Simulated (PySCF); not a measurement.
## Working out the ionisation energy of I²⁺

I²⁺ [Kr] 4d10 5s2 5p3 (4S) → I³⁺ [Kr] 4d10 5s2 5p2 (3P). Computed with PySCF 2.14 in Sapporo-DKH3-DZP-2012, with the spin-free X2C one-electron Hamiltonian (Gaussian nucleus). Frozen: [Ar] 3d10. Energies in hartree (1 hartree = 27.21139 eV):

| part | I²⁺ (lower) | I³⁺ (upper) |
| --- | --- | --- |
| UHF | -7111.192053 | -7110.091899 |
| MP2 opposite-spin | -0.381056 | -0.374985 |
| MP2 same-spin | -0.225305 | -0.215371 |

Task: What does Hartree-Fock give?

Result: (-7110.091899) − (-7111.192053) = 1.100154 hartree = 29.937 eV.

Task: What do MP2 and SCS-MP2 (6/5 opposite-spin, 1/3 same-spin) give?

Result: The opposite-spin parts differ by 0.165 eV and the same-spin parts by 0.270 eV. MP2: 29.937 + (0.165) + (0.270) = 30.372 eV. SCS-MP2: 29.937 + 1.2 × (0.165) + (0.270)/3 = 30.225 eV.

A first-order spin-orbit estimate adds -0.831 eV to MP2 (valence and next inner shell), giving 29.541 eV against 29.57 ± 0.025 eV (measured; NIST Atomic Spectra Database, ionization energies).

A double-zeta basis recovers only part of the correlation energy.

What remains against the reference includes basis incompleteness, the frozen core and correlation beyond second order.
